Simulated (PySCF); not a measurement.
CH₄ClNOSi₂. Atoms are numbered in the order given.

```xyz
10

O      1.6133     0.0767    -1.3543
Si     0.4473     0.0354    -0.1824
Cl     1.3345    -0.3991     1.6456
N     -0.5271     1.5394    -0.0138
C     -1.7178     1.0975    -0.2725
Si    -1.6656    -0.7933    -0.6887
H      2.4695     0.4672    -1.1224
H     -2.5771     1.7948    -0.2404
H     -2.3994    -1.6990     0.2403
H     -2.0328    -1.1431    -2.0904
```
Charge 0, spin multiplicity 1.

Geometry optimised at TPSSh-D3(BJ)/def2-SVP. The structure was generated by enumeration; whether it is a known compound was not checked. Other conformers were not sampled.

Computed with HF/def2-TZVP (PySCF).

Atomic charges (e):

| atom | Mulliken | Löwdin |
|---|---|---|
| O1 | (withheld) | -0.16 |
| Si2 | (withheld) | -0.18 |
| Cl3 | -0.31 | 0.18 |
| N4 | -0.42 | -0.04 |
| C5 | -0.10 | -0.31 |
| Si6 | 0.20 | 0.29 |
| H7 | (withheld) | 0.19 |
| H8 | 0.12 | 0.11 |
| H9 | (withheld) | -0.04 |
| H10 | (withheld) | -0.04 |

Problem. Some entries are withheld; supply them. (An estimate is asked for; the answer gives what the named calculation found.)

Solution. 
- O1, Mulliken: -0.64
- Si2, Mulliken: 0.84
- H7, Mulliken: 0.36
- H9, Mulliken: -0.02
- H10, Mulliken: -0.02

Computed Mayer and Wiberg (Löwdin basis) orders of the bonds:
| bond | Mayer | Wiberg |
|---|---|---|
| O1–Si2 | 1.13 | 1.64 |
| Si2–Cl3 | 1.04 | 1.73 |
| Si2–N4 | 0.97 | 1.16 |
| N4–C5 | 1.83 | 2.29 |
| Si2–Si6 | 0.96 | 1.00 |
| C5–Si6 | 0.89 | 1.07 |
| O1–H7 | 0.85 | 1.01 |
| C5–H8 | 0.94 | 0.90 |
| Si6–H9 | 0.96 | 0.95 |
| Si6–H10 | 0.96 | 0.95 |
